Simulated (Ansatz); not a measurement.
Born–Oppenheimer molecular dynamics of a periodic cell of 13 atoms, Sc12H (host Sc, host structure hcp, interstitial H). It goes on from the last frame of an earlier run, with new velocities.

These are results of DFT PBE-D3(BJ), scalar-relativistic, plane waves, PAW in Ansatz, not measurements. Settings: accuracy low, cutoff 420 eV, k mesh 3x2x3, fermi-dirac smearing 0.1 eV, no spin polarisation.

```
ensemble                      : NVE (velocity Verlet)
time step                     : 3 fs
steps asked                   : 200
starting velocities drawn for : 1260 K
seed                          : 329500
```

Frames 15 fs apart, positions in Å, forces in eV/Å.

Velocities at 300 fs (Å/ps):

```
Sc -2.09 9.95 -5.47
Sc 1.66 -0.81 4.35
Sc 6.17 3.57 2.70
Sc 4.97 -4.59 4.81
Sc -5.40 -5.36 1.17
Sc -4.22 -2.29 -11.75
Sc -0.38 0.31 2.81
Sc 1.00 -2.10 2.35
Sc -0.59 -8.78 0.30
Sc 1.47 9.36 -3.66
Sc 5.07 2.27 -3.40
Sc -7.93 -0.72 5.04
H 11.34 -36.37 33.56
```

```xyz
13
Lattice="6.6200 0.0000 0.0000 -4.9650 8.5996 0.0000 0.0000 0.0000 5.2761" Properties=species:S:1:pos:R:3:forces:R:3 time_fs=300 energy_less_start_eV=-0.125 T=1339
Sc -0.080 0.104 -0.078 0.23 -0.60 0.27
Sc 0.078 1.732 2.444 -0.66 0.79 0.65
Sc -1.741 2.980 0.030 0.29 -0.55 -0.37
Sc -1.504 4.867 2.725 -0.59 -0.39 0.12
Sc -3.311 5.757 0.161 0.32 0.04 -0.38
Sc -3.525 7.488 2.742 0.82 0.75 -0.37
Sc 3.377 0.057 -0.191 -0.75 -0.13 0.79
Sc 3.153 1.881 2.499 0.87 -0.08 0.11
Sc 1.722 2.866 -0.100 -0.43 0.03 0.08
Sc 1.761 4.859 2.715 -0.27 -0.99 0.09
Sc 0.099 5.621 0.147 -0.11 0.76 -0.27
Sc -0.025 7.661 2.736 -0.05 -0.14 -0.63
H 1.447 0.636 3.891 0.32 0.51 -0.11
13
Lattice="6.6200 0.0000 0.0000 -4.9650 8.5996 0.0000 0.0000 0.0000 5.2761" Properties=species:S:1:pos:R:3:forces:R:3 time_fs=315 energy_less_start_eV=0.324 T=1052
Sc -0.107 0.233 -0.150 0.25 -1.16 0.45
Sc 0.085 1.739 2.521 -0.73 0.83 0.09
Sc -1.644 3.018 0.063 0.01 -0.76 -0.19
Sc -1.445 4.791 2.797 -0.76 -0.07 -0.29
Sc -3.380 5.678 0.166 0.91 0.17 -0.74
Sc -3.566 7.476 2.564 0.96 1.22 0.34
Sc 3.356 0.056 -0.129 -0.36 -0.41 0.86
Sc 3.190 1.850 2.537 0.83 0.08 0.18
Sc 1.704 2.740 -0.093 -0.21 0.69 0.11
Sc 1.775 4.968 2.665 -0.44 -1.75 0.41
Sc 0.170 5.673 0.093 -0.45 0.72 0.09
Sc -0.141 7.647 2.794 0.46 -0.06 -0.84
H 1.784 0.654 4.016 -0.48 0.51 -0.47
13
Lattice="6.6200 0.0000 0.0000 -4.9650 8.5996 0.0000 0.0000 0.0000 5.2761" Properties=species:S:1:pos:R:3:forces:R:3 time_fs=330 energy_less_start_eV=0.678 T=825
Sc -0.126 0.307 -0.200 -0.02 -1.55 0.53
Sc 0.058 1.786 2.602 -1.02 0.91 -0.86
Sc -1.546 3.020 0.087 -0.30 -0.60 -0.04
Sc -1.423 4.712 2.856 -0.76 0.26 -0.59
Sc -3.405 5.609 0.136 1.22 0.26 -0.81
Sc -3.563 7.521 2.400 0.64 0.96 0.57
Sc 3.311 0.039 -0.032 -0.25 -0.44 0.25
Sc 3.269 1.824 2.580 0.47 0.35 0.08
Sc 1.675 2.650 -0.081 0.02 1.58 0.24
Sc 1.769 4.996 2.634 -0.44 -1.66 0.46
Sc 0.219 5.760 0.042 -0.66 0.43 0.37
Sc -0.236 7.631 2.812 0.64 -0.01 -0.81
H 1.560 1.349 3.671 0.47 -0.50 0.60
13
Lattice="6.6200 0.0000 0.0000 -4.9650 8.5996 0.0000 0.0000 0.0000 5.2761" Properties=species:S:1:pos:R:3:forces:R:3 time_fs=345 energy_less_start_eV=0.430 T=979
Sc -0.145 0.308 -0.224 -0.09 -1.52 0.59
Sc -0.003 1.872 2.652 0.13 0.23 -0.60
Sc -1.462 2.994 0.108 -0.54 -0.31 0.05
Sc -1.437 4.645 2.886 -0.66 0.56 -0.75
Sc -3.373 5.551 0.069 1.09 0.35 -0.51
Sc -3.530 7.612 2.264 0.11 0.49 1.06
Sc 3.252 0.003 0.074 -0.01 -0.23 -0.44
Sc 3.370 1.816 2.627 -0.07 0.36 0.19
Sc 1.649 2.638 -0.051 0.26 1.38 0.26
Sc 1.742 4.946 2.625 -0.27 -1.14 0.26
Sc 0.237 5.866 0.009 -0.63 -0.04 0.53
Sc -0.300 7.614 2.792 0.77 -0.06 -0.64
H 1.664 0.977 3.877 -0.09 -0.06 0.02
13
Lattice="6.6200 0.0000 0.0000 -4.9650 8.5996 0.0000 0.0000 0.0000 5.2761" Properties=species:S:1:pos:R:3:forces:R:3 time_fs=360 energy_less_start_eV=0.656 T=838
Sc -0.167 0.237 -0.222 0.04 -0.95 0.24
Sc -0.061 1.969 2.672 0.66 -0.39 -0.43
Sc -1.405 2.953 0.132 -0.78 -0.03 -0.02
Sc -1.482 4.604 2.881 -0.45 0.76 -0.80
Sc -3.291 5.511 -0.023 0.55 0.52 -0.01
Sc -3.493 7.722 2.180 -0.47 -0.33 1.56
Sc 3.195 -0.045 0.161 0.43 0.03 -1.12
Sc 3.468 1.824 2.684 -0.57 0.27 0.21
Sc 1.635 2.697 -0.002 0.40 0.79 0.18
Sc 1.702 4.842 2.627 -0.04 -0.43 0.00
Sc 0.226 5.970 0.001 -0.44 -0.76 0.49
Sc -0.328 7.594 2.740 0.73 -0.08 -0.36
H 1.703 0.346 3.904 -0.06 0.60 0.07
13
Lattice="6.6200 0.0000 0.0000 -4.9650 8.5996 0.0000 0.0000 0.0000 5.2761" Properties=species:S:1:pos:R:3:forces:R:3 time_fs=375 energy_less_start_eV=0.656 T=836
Sc -0.187 0.124 -0.208 0.22 0.16 0.02
Sc -0.087 2.047 2.673 1.14 -0.93 -0.01
Sc -1.385 2.911 0.154 -0.91 0.21 -0.18
Sc -1.548 4.599 2.837 -0.12 0.78 -0.77
Sc -3.182 5.495 -0.115 -0.17 0.80 0.49
Sc -3.476 7.820 2.171 -0.65 -0.70 1.81
Sc 3.158 -0.090 0.194 0.53 0.50 -1.47
Sc 3.538 1.845 2.750 -0.99 0.15 0.13
Sc 1.639 2.791 0.054 0.37 -0.05 -0.13
Sc 1.660 4.717 2.631 0.15 0.38 -0.07
Sc 0.193 6.037 0.015 -0.25 -1.50 0.23
Sc -0.321 7.571 2.672 0.67 0.07 0.00
H 1.614 0.876 3.960 0.00 0.14 -0.06
13
Lattice="6.6200 0.0000 0.0000 -4.9650 8.5996 0.0000 0.0000 0.0000 5.2761" Properties=species:S:1:pos:R:3:forces:R:3 time_fs=390 energy_less_start_eV=0.885 T=692
Sc -0.198 0.015 -0.192 0.29 0.73 -0.07
Sc -0.062 2.082 2.671 0.80 -1.01 0.11
Sc -1.408 2.878 0.167 -0.79 0.30 -0.30
Sc -1.621 4.631 2.756 0.20 0.58 -0.69
Sc -3.082 5.518 -0.184 -0.84 0.92 0.75
Sc -3.488 7.884 2.246 -0.40 -0.97 1.29
Sc 3.146 -0.113 0.160 0.59 0.61 -1.14
Sc 3.561 1.873 2.823 -1.17 0.04 0.00
Sc 1.663 2.889 0.107 0.39 -0.24 -0.20
Sc 1.625 4.610 2.632 0.32 1.01 0.11
Sc 0.148 6.033 0.041 -0.10 -1.82 -0.09
Sc -0.282 7.551 2.604 0.45 0.32 0.32
H 1.551 1.569 3.853 0.25 -0.48 -0.09
13
Lattice="6.6200 0.0000 0.0000 -4.9650 8.5996 0.0000 0.0000 0.0000 5.2761" Properties=species:S:1:pos:R:3:forces:R:3 time_fs=405 energy_less_start_eV=0.555 T=905
Sc -0.195 -0.060 -0.177 0.21 0.70 0.10
Sc 0.003 2.069 2.676 0.42 -0.88 0.26
Sc -1.468 2.858 0.167 -0.43 0.25 -0.31
Sc -1.684 4.690 2.642 0.39 0.30 -0.42
Sc -3.021 5.584 -0.218 -1.23 0.71 0.73
Sc -3.518 7.903 2.383 0.22 -0.91 0.64
Sc 3.161 -0.107 0.071 0.29 0.59 -0.64
Sc 3.532 1.903 2.893 -0.47 0.05 -0.59
Sc 1.704 2.972 0.146 0.35 -0.84 -0.59
Sc 1.605 4.551 2.638 0.40 1.44 0.25
Sc 0.098 5.944 0.062 0.08 -1.50 -0.35
Sc -0.222 7.547 2.550 0.22 0.41 0.49
H 1.794 1.393 3.757 -0.43 -0.33 0.42
13
Lattice="6.6200 0.0000 0.0000 -4.9650 8.5996 0.0000 0.0000 0.0000 5.2761" Properties=species:S:1:pos:R:3:forces:R:3 time_fs=420 energy_less_start_eV=0.109 T=1190
Sc -0.179 -0.102 -0.159 0.33 0.53 0.27
Sc 0.084 2.015 2.692 -0.31 -0.49 0.22
Sc -1.548 2.851 0.152 -0.09 0.10 -0.22
Sc -1.729 4.764 2.510 0.36 0.00 0.14
Sc -3.018 5.684 -0.218 -1.24 0.25 0.48
Sc -3.539 7.876 2.551 0.63 -1.05 -0.01
Sc 3.190 -0.074 -0.046 0.17 0.20 0.31
Sc 3.472 1.934 2.939 -0.39 0.02 -0.72
Sc 1.762 3.016 0.160 0.16 -0.87 -0.24
Sc 1.604 4.559 2.656 0.33 1.39 0.27
Sc 0.052 5.784 0.067 0.22 -0.69 -0.53
Sc -0.151 7.561 2.519 -0.05 0.31 0.51
H 1.577 0.686 4.175 -0.13 0.28 -0.49
13
Lattice="6.6200 0.0000 0.0000 -4.9650 8.5996 0.0000 0.0000 0.0000 5.2761" Properties=species:S:1:pos:R:3:forces:R:3 time_fs=435 energy_less_start_eV=0.092 T=1201
Sc -0.153 -0.119 -0.125 0.16 0.23 0.50
Sc 0.153 1.938 2.719 -0.66 -0.09 0.07
Sc -1.633 2.848 0.126 0.22 -0.09 -0.21
Sc -1.758 4.838 2.385 0.24 -0.21 0.85
Sc -3.074 5.795 -0.195 -0.95 -0.24 0.25
Sc -3.530 7.797 2.712 0.71 -1.27 -1.31
Sc 3.224 -0.028 -0.154 -0.12 0.08 0.78
Sc 3.396 1.967 2.950 0.11 0.09 -1.05
Sc 1.827 3.021 0.163 -0.09 -0.60 0.03
Sc 1.618 4.634 2.687 0.16 0.88 0.11
Sc 0.017 5.592 0.047 0.31 0.31 -0.60
Sc -0.082 7.591 2.513 -0.31 0.17 0.36
H 1.415 0.553 4.047 0.23 0.74 0.22
13
Lattice="6.6200 0.0000 0.0000 -4.9650 8.5996 0.0000 0.0000 0.0000 5.2761" Properties=species:S:1:pos:R:3:forces:R:3 time_fs=450 energy_less_start_eV=0.313 T=1058
Sc -0.121 -0.125 -0.067 0.13 0.15 0.46
Sc 0.190 1.858 2.747 -0.73 0.52 -0.14
Sc -1.708 2.841 0.090 0.50 -0.20 -0.20
Sc -1.774 4.903 2.300 0.13 -0.30 1.30
Sc -3.175 5.896 -0.159 -0.46 -0.71 0.27
Sc -3.488 7.669 2.820 0.51 -0.11 -1.43
Sc 3.253 0.023 -0.224 -0.07 0.09 1.18
Sc 3.322 2.003 2.911 0.61 0.06 -1.19
Sc 1.888 2.994 0.164 -0.37 -0.47 0.06
Sc 1.641 4.750 2.722 0.03 0.24 -0.19
Sc -0.004 5.414 -0.001 0.28 1.13 -0.52
Sc -0.028 7.629 2.523 -0.33 0.08 0.21
H 1.808 1.412 4.056 -0.22 -0.47 0.18
13
Lattice="6.6200 0.0000 0.0000 -4.9650 8.5996 0.0000 0.0000 0.0000 5.2761" Properties=species:S:1:pos:R:3:forces:R:3 time_fs=465 energy_less_start_eV=0.629 T=854
Sc -0.081 -0.122 0.012 0.15 0.26 0.17
Sc 0.192 1.802 2.769 -0.65 0.67 -0.09
Sc -1.758 2.824 0.045 0.68 -0.25 -0.13
Sc -1.784 4.952 2.276 0.20 -0.50 1.25
Sc -3.298 5.961 -0.108 0.07 -1.19 0.49
Sc -3.422 7.536 2.861 0.19 0.85 -1.48
Sc 3.279 0.076 -0.238 -0.05 -0.16 1.23
Sc 3.276 2.040 2.818 0.66 -0.24 -0.66
Sc 1.930 2.949 0.172 -0.68 -0.09 0.09
Sc 1.664 4.878 2.747 -0.10 -0.49 -0.53
Sc -0.013 5.289 -0.074 0.09 1.47 -0.27
Sc 0.011 7.670 2.544 -0.33 -0.09 0.20
H 1.853 1.337 4.162 -0.24 -0.25 -0.26
```

Of the whole run (600 fs, mean temperature of the second half 951 K): The conserved energy stayed within 0.72 meV per atom of its start (net change -0.14 meV per atom), so the integration is sound. A step of 3 fs is long for free X–H stretches (periods near 10 fs) and can bias their spread and the temperature. A run of 0.6 ps of so small a system gives no equilibrium averages. Limits of this set-up: coarse k mesh, odd electron count without spin, a small cell, in which the defect meets its images, a typed lattice constant that wasn't relaxed here, low accuracy level.

The run took 21 min on 2 threads of Intel(R) Xeon(R) Platinum 8488C (Sapphire Rapids), with other jobs on the host, peak memory 0.82 GiB.
